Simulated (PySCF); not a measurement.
Gas-phase reaction: 2 SnO + 4 F ⇌ 2 SnF2 + O2

Computed with PySCF (xtb for GFN2) and rigid-rotor harmonic-oscillator thermochemistry at 1 bar. † marks an energy on the PBE0/def2-TZVP geometry and frequencies; other levels use their own. CCSD(T) freezes the core. Open shells (unrestricted): F (multiplicity 2, electronic degeneracy 6), O2 (multiplicity 3); the rest are closed-shell singlets. GFN2 has no spin-polarisation term. Spin-orbit splitting is ignored; it lowers the true energy and changes the entropy of F. B3LYP is the form with VWN-RPA correlation. Sn: scalar-relativistic def2 core potential, no spin-orbit coupling. CCSD(T) isn't extrapolated to the basis-set limit; its ΔH°(298 K) is -1293.7 kJ in def2-SVP and -1349.4 kJ in def2-TZVPP. The harmonic model lacks anharmonicity and excited electronic states, which grow with temperature; levels with a mode under 35 cm⁻¹ are left out. Warning, large T1 diagnostic: SnO (CCSD(T)/def2-SVP†, CCSD(T)/def2-TZVPP†).

| level | ΔE electronic, kJ | ΔH°(298 K), kJ | ΔS°(298 K), J/K | ΔG°(1400 K), kJ |
|---|---|---|---|---|
| B3LYP/def2-TZVP† | -1441 | -1434 | -337 | -950 |
| CCSD(T)/def2-SVP† | -1301 | -1294 | -337 | -810 |
| CCSD(T)/def2-TZVPP† | -1357 | -1349 | -337 | -865 |
| GFN2-xTB | -1211 | -1206 | -316 | -753 |
| HF/def2-TZVP† | -1087 | -1080 | -337 | -596 |
| PBE0/def2-TZVP | -1450 | -1443 | -337 | -959 |
ΔH° is lowest at PBE0/def2-TZVP and highest at HF/def2-TZVP†. No reference value is set beside these.
